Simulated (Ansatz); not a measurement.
Computed with Ansatz on PBE0-D4/def2-TZVP structures; ΔE is electronic, products minus reactants. CBS: MP2 limit from def2 TZ/QZ plus the TZ coupled-cluster correction, frozen cores. Functionals use def2-TZVPP. B3LYP here is the variant with VWN-RPA as its local correlation; programs differ in this. Each species was taken in one conformer, which may not be the lowest.

Consider the redistribution: `CBCSC` + `O[SiH2]O` → `CBO` + `CSC[SiH2]O`.

`CBCSC`:

Cartesian coordinates in Å:
```
C -0.718 -1.878 1.325
B -1.118 -0.396 1.096
C -0.386 0.581 0.118
S 0.977 -0.126 -0.815
C 1.516 1.318 -1.735
H -1.046 -2.291 2.280
H 0.341 -2.090 1.165
H -1.256 -2.441 0.544
H -2.075 0.065 1.660
H -1.130 1.016 -0.562
H -0.030 1.424 0.729
H 2.358 1.011 -2.357
H 1.847 2.113 -1.064
H 0.721 1.693 -2.383
```

`O[SiH2]O`:

Z-matrix (Å, degrees):
```
Si
O 1 1.642
O 1 1.642 2 113.5
H 1 1.481 2 111.5 3 116.9
H 1 1.481 2 103.8 3 -121.2
H 2 0.958 1 117.7 3 -66.0
H 3 0.958 1 117.7 2 -66.0
```

`CBO`:

Z-matrix (Å, degrees):
```
C
B 1 1.559
H 1 1.096 2 110.2
H 1 1.092 2 113.4 3 122.1
H 1 1.096 2 110.2 3 -115.8
O 2 1.357 1 119.4 3 -122.1
H 2 1.207 1 121.8 3 57.8
H 6 0.960 2 113.1 1 180.0
```

`CSC[SiH2]O`:

Z-matrix (Å, degrees):
```
C
S 1 1.798
H 1 1.091 2 110.6
H 1 1.090 2 106.6 3 118.1
H 1 1.090 2 112.2 3 -122.8
C 2 1.813 1 100.9 3 61.9
Si 6 1.881 2 110.5 1 74.5
H 6 1.094 2 110.1 1 -52.9
H 6 1.094 2 105.1 1 -168.0
O 7 1.644 6 108.3 2 45.8
H 7 1.484 6 111.5 2 163.9
H 7 1.490 6 109.3 2 -76.0
H 10 0.964 7 112.6 6 -34.9
```

(1) Is it downhill or uphill in electronic energy at CCSD(T)/CBS, and by how much? (An estimate is asked.)

(2) What do these levels give: r2SCAN-D4, r2SCAN, B3LYP, HF/def2-SVP, MP2/def2-SVP, CCSD(T)/def2-TZVPP? (Best estimate.)

Largest T1 diagnostic among the species: 0.012.

Answers

(1) Ansatz gave: Downhill: ΔE = -28.9 kJ/mol.

(2) The calculation gave: r2SCAN-D4 -31.4, r2SCAN -30.8, B3LYP -28.9, HF/def2-SVP -40.1, MP2/def2-SVP -57.4, CCSD(T)/def2-TZVPP -30.9 kJ/mol.

Leaving LDA and LC-ωPBE aside and taking each functional with its dispersion term where it has one, the values, not all of them listed here, spread over 11.8 kJ/mol, from PBE-D4 to BHLYP-D4. LDA lies −4.3 kJ/mol from PBE without D4. At CCSD(T), def2-SVP lies −31.2 kJ/mol from the extrapolated value and def2-TZVPP −2.0 kJ/mol. The D4 term adds −4.2 kJ/mol with B3LYP and −2.3 kJ/mol with PBE0; it sums over pairs of atoms, weighted by their polarisabilities, and B3LYP, whose exchange is more repulsive, gets the larger term.
